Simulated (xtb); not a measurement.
Harmonic IR lines of one isomer of C₂H₄OS, unscaled. Calculation: GFN2-xTB in xtb.

wavenumber (cm⁻¹): 328 (w), 926 (w), 1032 (w), 1243 (m), 1336 (vs), 1396 (m), 1437 (w), 1456 (w)

Question: Name which structure gives these lines.
A) `COC=S`
B) `CC(O)=S`
C) `CC(=O)S`
D) `O/C=C/S`

Answer: A, `COC=S`
